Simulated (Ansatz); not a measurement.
Cd₆S₅ (the lowest singlet isomer of a short search) was relaxed with PBE-D4 (def2-SVP) in Ansatz in these states: charge -1 doublet, neutral singlet. The geometries follow in no particular order.

In the def2 sets Cd takes a core potential; there is no spin–orbit coupling.

A:

```xyz
11

Cd    0.419   -0.166    2.684
Cd   -2.156    1.678    0.114
Cd   -0.206   -0.708   -0.653
Cd   -0.162   -0.421   -4.161
Cd    0.656   -3.172   -2.483
Cd   -3.329    4.007    1.435
S     2.050   -1.669   -0.179
S     2.896    0.023    0.796
S    -1.695   -0.363    1.624
S     2.790   -0.245    2.915
S    -1.262    1.036   -2.093
```

B:

Cartesian coordinates in Å:
```
Cd 2.006 1.827 -0.209
Cd -2.291 1.391 -1.376
Cd -0.383 -0.373 0.710
Cd -2.631 -3.336 1.097
Cd -0.135 -2.557 3.095
Cd -2.557 3.597 -3.374
S 1.863 -1.449 1.204
S 2.850 -1.108 -0.669
S -0.236 2.244 0.350
S 4.073 0.661 -0.540
S -2.560 -0.898 -0.288
```

Problem. Judge from the bond lengths which geometry belongs to which state (an estimate).

Solution. A is the neutral singlet (Cd2–S9 2.581 Å, Cd2–Cd3 3.176 Å, Cd3–S9 2.742 Å); B is the charge -1 doublet (Cd2–S9 2.815 Å, Cd2–Cd3 3.331 Å, Cd3–S9 2.645 Å).

These are the stationary points nearest to one start from a short search; other shapes may lie lower in each state.
